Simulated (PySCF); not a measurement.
C4H6ClF, SMILES C1[C@H]([C@@H](C1)F)Cl. Coordinates come from a PBE-D3(BJ)/def2-SVP optimisation.

Calculation: PBE-D3(BJ)/def2-SVP in PySCF.

Harmonic wavenumbers (cm⁻¹): 138, 203, 295, 371, 453, 552, 717, 772, 888, 911, 942, 999, 1061, 1076, 1121, 1154, 1179, 1195, 1204, 1216, 1258, 1354, 1401, 1425, 2989, 3013, 3019, 3039, 3080, 3090. Rotational constants (GHz): 4.391, 2.081, 1.512; symmetry number 1.

Work out the zero-point energy and the ideal-gas rigid-rotor harmonic-oscillator thermochemistry at 298.15 K and 1 atm.

ZPE = ½ Σ hcν = ½ × 40115 cm⁻¹ = 57.35 kcal/mol. H − E(el) = 61.61 kcal/mol. Entropy in cal/(mol K): translation 39.96, rotation 27.54, vibration 10.30, total 77.81. G − E(el) = 38.42 kcal/mol. Cp = 23.16 cal/(mol K). Modes under 150 cm⁻¹ make the vibrational entropy uncertain.
